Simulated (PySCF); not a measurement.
Task: What does the PBE0-D3(BJ)/def2-SVP structure of `O[B-](O)(O)O` look like in three dimensions? (Charge -1.)

Result: 
```xyz
9
BH4O4 angstrom
O      0.114    0.893   -1.178
B      0.000    0.001   -0.006
O     -0.952    0.637    0.929
O     -0.418   -1.321   -0.514
O      1.257   -0.206    0.741
H     -0.002    1.770   -0.802
H     -0.688    0.285    1.783
H     -0.950   -1.103   -1.284
H      1.667   -0.945    0.282
```

Orientation and origin are arbitrary. Atoms count from 1 in this order. All 4 B–O bonds measure 1.477 to 1.478 Å. O1 (boron-bound oxygen) is bent (angle 103.3°). B2 (four-coordinate boron) is distorted tetrahedral (angles from 106.8° to 114.9°).

Bonds between heavy atoms (Å): O1–B2 1.477, B2–O3 1.478, B2–O4 1.477, B2–O5 1.477.

Computed with PySCF, PBE0-D3(BJ)/def2-SVP geometry optimisation, gas phase.

Point group: S4 (every atom within 0.08 Å of its image). Whether it is a minimum is left open (no frequencies).

On Arm Neoverse V1, one thread, on a shared host, this took 19 s. That covers the optimisation of the geometry.
